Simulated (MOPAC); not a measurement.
Input for MOPAC: PM3 on F2HOSb (SMILES [OH][Sb]([F])[F]), a point of a torsion scan.

```
PM3 1SCF PRECISE CHARGE=0 THREADS=1
F2HOSb

O      1.00888611 1    -0.62906561 1     0.13497309 1
Sb    -0.61311811 1     0.36317831 1     0.24087296 1
F     -0.45273688 1     0.50774117 1     2.21375601 1
F     -1.53958560 1    -1.34034701 1     0.45523099 1
H      1.80453294 1    -0.11118626 1     0.02318435 1
```

Program output:

```
*******************************************************************************
 **                                                                           **
 **                              MOPAC v23.2.5                                **
 **                                                                           **
 *******************************************************************************
 ** MOPAC's Digital Object Identifier: https://doi.org/10.5281/zenodo.6511958 **
 **                                                                           **
 ** Please cite the open-source release paper for use of this MOPAC version:  **
 ** J. E. Moussa and J. J. P. Stewart (2026)                                  **
 ** MOPAC: An open-source semiempirical molecular orbital program             **
 ** J. Open Source Softw., 11(119), 8025, https://doi.org/10.21105/joss.08025 **
 *******************************************************************************

                              PM3 CALCULATION RESULTS

 *******************************************************************************
 *  PM3        - The PM3 Hamiltonian to be used
 *
 *
 *
 *                 CHARGE ON SYSTEM = 0
 *
 *
 *
 *  PRECISE    - TIGHTER CRITERIA TO BE USED
 *  1SCF       - DO 1 SCF AND THEN STOP
 *  THREADS=1  - MULTI-THREADING NOT USED
 *  T=         - A TIME OF 172800.0 SECONDS REQUESTED
 *  DUMP=N     - RESTART FILE WRITTEN EVERY 7200.0 SECONDS REQUESTED
 *******************************************************************************
PM3 1SCF PRECISE CHARGE=0 THREADS=1
 F2HOSb

   ATOM   CHEMICAL          X               Y               Z
  NUMBER   SYMBOL      (ANGSTROMS)     (ANGSTROMS)     (ANGSTROMS)

     1       O          1.00888611  *  -0.62906561  *   0.13497309  *
     2      Sb         -0.61311811  *   0.36317831  *   0.24087296  *
     3       F         -0.45273688  *   0.50774117  *   2.21375601  *
     4       F         -1.53958560  *  -1.34034701  *   0.45523099  *
     5       H          1.80453294  *  -0.11118626  *   0.02318435  *



          CARTESIAN COORDINATES

    NO.       ATOM           X           Y           Z

     1         O          1.0089     -0.6291      0.1350
     2        Sb         -0.6131      0.3632      0.2409
     3         F         -0.4527      0.5077      2.2138
     4         F         -1.5396     -1.3403      0.4552
     5         H          1.8045     -0.1112      0.0232

  H: (PM3): J. J. P. STEWART, J. COMP. CHEM. 10, 209 (1989).
  O: (PM3): J. J. P. STEWART, J. COMP. CHEM. 10, 209 (1989).
  F: (PM3): J. J. P. STEWART, J. COMP. CHEM. 10, 209 (1989).
 Sb: (PM3): J. J. P. STEWART, J. COMP. CHEM. 12, 320-341 (1991).

           Empirical Formula: H O Sb F2  =     5 atoms



      MOLECULAR POINT GROUP   :   C1


      RHF CALCULATION, NO. OF DOUBLY OCCUPIED LEVELS = 13


 -------------------------------------------------------------------------------
 PM3 1SCF PRECISE CHARGE=0 THREADS=1
 F2HOSb



     1SCF WAS SPECIFIED, SO BFGS WAS NOT USED
     SCF FIELD WAS ACHIEVED


                              PM3 CALCULATION
                                                       MOPAC v23.2.5 Linux




          FINAL HEAT OF FORMATION =       -132.18711 KCAL/MOL =    -553.07088 KJ/MOL


          COSMO AREA              =        106.49 SQUARE ANGSTROMS
          COSMO VOLUME            =         94.96 CUBIC ANGSTROMS

          IONIZATION POTENTIAL    =         12.340703 EV
          HOMO LUMO ENERGIES (EV) =        -12.341 -0.507
          NO. OF FILLED LEVELS    =         13
          MOLECULAR WEIGHT        =        176.7541         POINT GROUP:  C1

          MOLECULAR DIMENSIONS (Angstroms)

            Atom       Atom       Distance
            H     5    F     4     3.58896
            F     3    O     1     2.50094
           Sb     2    O     1     1.18312


          SCF CALCULATIONS        =          1





   ATOM   CHEMICAL          X               Y               Z
  NUMBER   SYMBOL      (ANGSTROMS)     (ANGSTROMS)     (ANGSTROMS)

     1       O          1.00888611  *  -0.62906561  *   0.13497309  *
     2      Sb         -0.61311811  *   0.36317831  *   0.24087296  *
     3       F         -0.45273688  *   0.50774117  *   2.21375601  *
     4       F         -1.53958560  *  -1.34034701  *   0.45523099  *
     5       H          1.80453294  *  -0.11118626  *   0.02318435  *

                             CARTESIAN COORDINATES

   1    O        1.008886110    -0.629065610     0.134973090
   2   Sb       -0.613118110     0.363178310     0.240872960
   3    F       -0.452736880     0.507741170     2.213756010
   4    F       -1.539585600    -1.340347010     0.455230990
   5    H        1.804532940    -0.111186260     0.023184350


           Empirical Formula: H O Sb F2  =     5 atoms



      MOLECULAR POINT GROUP   :   C1


                  EIGENVALUES
 -39.34237 -32.43494 -19.29027 -18.47534 -16.93610 -15.44163 -15.39008 -15.01123
 -14.65236 -14.37799 -14.20758 -12.72393 -12.34070  -0.50740  -0.42876   0.03849
   4.56839


              NET ATOMIC CHARGES AND DIPOLE CONTRIBUTIONS

  ATOM NO.   TYPE          CHARGE      No. of ELECS.   s-Pop       p-Pop
    1          O          -0.594540        6.5945     1.80045     4.79409
    2         Sb           1.188384        3.8116     1.95176     1.85986
    3          F          -0.422367        7.4224     1.77683     5.64554
    4          F          -0.389744        7.3897     1.75142     5.63832
    5          H           0.218268        0.7817     0.78173
 DIPOLE           X         Y         Z       TOTAL
 POINT-CHG.    -0.688     5.232    -4.330     6.826
 HYBRID         0.965    -0.405     0.417     1.126
 SUM            0.276     4.827    -3.912     6.220


          ATOMIC ORBITAL ELECTRON POPULATIONS

     Atom    s        px        py        pz
    1  O   1.80045   1.27871   1.58544   1.92993
    2 Sb   1.95176   0.58796   0.64190   0.63000
    3  F   1.77683   1.96908   1.97200   1.70446
    4  F   1.75142   1.90333   1.76765   1.96734
    5  H   0.78173

 **********************
 *                    *
 * JOB ENDED NORMALLY *
 *                    *
 **********************




 == MOPAC DONE ==
```

The run finished.

Cost: very roughly 0.020 core-seconds.
